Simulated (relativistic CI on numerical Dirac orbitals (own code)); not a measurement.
**Os²⁸⁺: computed level list**

Calculated at this level of theory: Dirac-Coulomb-Breit CI, KLI orbitals optimised for each configuration, model QED (radiative potential, 1s self-energy scaled to tabulated hydrogen-like ionisation energies), unscaled Slater integrals (own radial code, finite nucleus).

CI space (outside the closed core [Ar] 3d10): 4s²4p⁶4d¹⁰4f², 4s²4p⁶4d⁹4f³, 4s²4p⁶4d¹⁰4f5s, 4s²4p⁶4d¹⁰4f5p, 4s²4p⁶4d¹⁰5s², 4s²4p⁵4d¹⁰4f³, 4s²4p⁶4d¹⁰5s5p, 4s²4p⁶4d¹⁰4f5d, 4s²4p⁶4d¹⁰5p², 4s²4p⁶4d¹⁰5s5d, 4s4p⁶4d¹⁰4f³, 4s²4p⁶4d⁹4f²5s, 4s²4p⁶4d⁹4f5s², 4s²4p⁶4d¹⁰5p5d, 4s²4p⁶4d¹⁰4f5f, 4s²4p⁶4d⁹4f5s5p. Levels of other configurations are missing.

The lowest level is 4s²4p⁶4d¹⁰4f² ³H4, with 87 % of that term; Hund's rules for 4s²4p⁶4d¹⁰4f² give ³H with J = 4, in agreement.

| No. | Configuration | Term | J | E (cm⁻¹) | % | Next component (%) |
| --- | --- | --- | --- | --- | --- | --- |
| 1 | 4s²4p⁶4d¹⁰4f² | ³H | 4 | 0 | 87 | 12 ¹G |
| 2 | 4s²4p⁶4d¹⁰4f² | ³F | 2 | 21352 | 86 | 14 ¹D |
| 3 | 4s²4p⁶4d¹⁰4f² | ³H | 5 | 31102 | 100 |  |
| 4 | 4s²4p⁶4d¹⁰4f² | ¹G | 4 | 44930 | 47 | 43 ³F |
| 5 | 4s²4p⁶4d¹⁰4f² | ³F | 3 | 45530 | 100 |  |
| 6 | 4s²4p⁶4d¹⁰4f² | ³H | 6 | 56738 | 92 | 8 ¹I |
| 7 | 4s²4p⁶4d¹⁰4f² | ³F | 4 | 81007 | 56 | 41 ¹G |
| 8 | 4s²4p⁶4d¹⁰4f² | ¹D | 2 | 81530 | 53 | 35 ³P |
| 9 | 4s²4p⁶4d¹⁰4f² | ³P | 0 | 83089 | 91 | 8 ¹S |
| 10 | 4s²4p⁶4d¹⁰4f² | ³P | 1 | 98326 | 100 |  |
| 11 | 4s²4p⁶4d¹⁰4f² | ¹I | 6 | 101532 | 92 | 8 ³H |
| 12 | 4s²4p⁶4d¹⁰4f² | ³P | 2 | 122346 | 64 | 33 ¹D |
| 13 | 4s²4p⁶4d¹⁰4f² | ¹S | 0 | 204973 | 91 | 8 ³P |
| 14 | 4s²4p⁶4d¹⁰4f5s | ³F° | 2 | 1249829 | 100 |  |
| 15 | 4s²4p⁶4d¹⁰4f5s | ³F° | 3 | 1253151 | 69 | 31 ¹F° |
| 16 | 4s²4p⁶4d¹⁰4f5s | ³F° | 4 | 1284929 | 100 |  |
| 17 | 4s²4p⁶4d¹⁰4f5s | ¹F° | 3 | 1290933 | 69 | 31 ³F° |
| 18 | 4s²4p⁶4d¹⁰4f5p | ³G | 3 | 1614933 | 70 | 22 ¹F |
| 19 | 4s²4p⁶4d¹⁰4f5p | ³F | 2 | 1621138 | 51 | 28 ¹D |
| 20 | 4d⁹4f³(4I°) | ⁵H° | 3 | 1642882 | 48 | 35 ⁵G° |
| 21 | 4d⁹4f³(4I°) | ⁵H° | 4 | 1644631 | 47 | 17 ⁵G° |
| 22 | 4d⁹4f³(4I°) | ⁵G° | 2 | 1648630 | 91 | 8 ³F° |
| 23 | 4s²4p⁶4d¹⁰4f5p | ³D | 3 | 1652076 | 48 | 34 ³F |
| 24 | 4s²4p⁶4d¹⁰4f5p | ³G | 4 | 1656216 | 42 | 29 ³F |
| 25 | 4d⁹4f³(4I°) | ⁵H° | 5 | 1657981 | 46 | 24 ⁵I° |
| 26 | 4d⁹4f³(4F°) | ⁵D° | 2 | 1671234 | 34 | 28 ⁵F° |
| 27 | 4d⁹4f³(4I°) | ⁵I° | 6 | 1674709 | 33 | 32 ⁵H° |
| 28 | 4d⁹4f³(4F°) | ⁵D° | 1 | 1676231 | 52 | 19 ⁵F° |
| 29 | 4d⁹4f³(4I°) | ⁵G° | 5 | 1677566 | 24 | 21 ³I° |
| 30 | 4d⁹4f³(4F°) | ⁵D° | 4 | 1679435 | 34 | 21 ³F° |

Energies count from the lowest computed level; ° marks odd parity. Percentages are summed over parent terms; the parents shown are those of the largest component, closed shells are left out there.

The mean weight of the leading LS term, summed over parents, in these 30 levels is 67 %, and that of the leading jj configuration (from the same eigenvectors) 83 %, so jj coupling describes them better and the LS labels are nominal.

At this charge energies of transitions that change n are usually good to better than 1 %, and those within a shell (Δn = 0) to a few per cent. Terms inside the open d or f shell come out 10 to 20 % too wide with unscaled integrals.

Landé's interval rule says that E(J) − E(J−1) = AJ with one A. For the ground term the intervals give A = 6220.5, 4272.6 cm⁻¹ for J = 5, 6; the multiplet is regular.

LS names give the leading component of a level, which can be under half, so a name can repeat, a term be missing and a line seem to break the LS rules.
